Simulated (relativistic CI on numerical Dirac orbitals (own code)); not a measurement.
# Spin-allowed bands of a d2 ion in an octahedral site, by hand

Problem. Take Δ = 19300 cm⁻¹ and B = 470 cm⁻¹ for a d2 ion in an octahedral site. Calculate the three spin-allowed bands.

Working.
1. The terms of highest spin are 3F (energy 0) and 3P (15B = 7050 cm⁻¹). Here the F term splits into A2 at +1.2Δ = 23160, T2 at +0.2Δ = 3860 and T1 at −0.6Δ = -11580 cm⁻¹.
2. The two T1 states mix through the element 0.4Δ: H = [[-11580, 7720], [7720, 7050]], with roots ½(H₁₁ + H₂₂) ∓ ½√[(H₂₂ − H₁₁)² + 4H₁₂²] = ½(-4530) ∓ ½(24196) = -14363 and 9833 cm⁻¹.
3. The ground term is 3T1 at -14363 cm⁻¹.
4. Bands: 3T2 18223 cm⁻¹ (549 nm), 3T1(P) 24196 cm⁻¹ (413 nm), 3A2 37523 cm⁻¹ (267 nm).

Check. Exact diagonalisation of the whole d2 shell with these parameters gives 3T2 18223, 3T1 24196, 3A2 37523 cm⁻¹. The match is exact, since without spin-orbit coupling no other term has this spin. The ratio of the second band to the first, 1.328, depends on Δ/B = 41.1 alone, which is how a Tanabe-Sugano diagram is read.
